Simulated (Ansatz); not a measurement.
Consider the silylene formation by 1,1-elimination: `O[SiH2]OBF` → `OBF` + `O[SiH]`.

Isolated molecules relaxed with PBE0-D4/def2-TZVP in Ansatz; ΔE leaves out vibrations. CCSD(T)/CBS adds triple-zeta CCSD(T) − MP2 to the extrapolated MP2 energy (def2 sets, frozen cores). This one scheme is used for every species. DFT in def2-TZVPP. Each species was taken in one conformer, which may not be the lowest.

`O[SiH2]OBF`:

Cartesian coordinates in Å:
```
O -1.399 -0.754 -0.899
Si 0.226 -0.832 -0.741
O 0.835 0.355 0.226
B 0.382 1.345 1.008
F 1.267 2.131 1.603
H -1.955 -1.056 -0.179
H 0.647 -2.113 -0.128
H 0.780 -0.627 -2.092
H -0.782 1.551 1.203
```

`OBF`:

```xyz
5

O    -0.944    0.143    0.310
B     0.379   -0.037    0.158
F     0.900   -0.192   -1.058
H    -1.429    0.145   -0.522
H     1.093   -0.060    1.112
```

`O[SiH]`:

Cartesian coordinates in Å:
```
O 0.383 -0.670 0.091
Si -0.178 0.832 -0.329
H 1.193 -0.927 -0.357
H -1.398 0.765 0.595
```

| level | ΔE (eV) | difference from CCSD(T)/CBS |
| --- | --- | --- |
| BLYP-D4 | 2.76 | -0.26 |
| B97M-V | 2.99 | -0.03 |
| r2SCAN0-D4 | 3.24 | 0.22 |
| CAM-B3LYP-D4 | 3.08 | 0.06 |
| PBE-QIDH | 3.16 | 0.14 |
| r2SCAN | 3.14 | 0.12 |
| PBE0 | 2.95 | -0.07 |
| LC-ωPBE | 3.12 | 0.10 |
| CCSD/def2-SVP | 2.72 | -0.30 |
| SCS-MP2/def2-QZVPP | 3.12 | 0.10 |
| CCSD(T)/CBS | 3.02 | 0 |

Problem. What do rigid-rotor, harmonic-oscillator terms from PBE0-D4/def2-TZVP frequencies (298.15 K, 1 bar) make of the CCSD(T)/CBS value? (An estimate is asked.)

Solution. The calculation gave: ΔZPE = -0.03 eV, ΔH = +3.01 eV, ΔS = 147 J/(mol·K), ΔG = +2.55 eV.

Largest T1 diagnostic among the species: 0.016.

At CCSD(T), def2-SVP lies −0.32 eV from the extrapolated value and def2-TZVPP −0.06 eV. From BLYP to BHLYP (50 % exact exchange), in def2-TZVPP and without D4, ΔE moves by +0.48 eV.
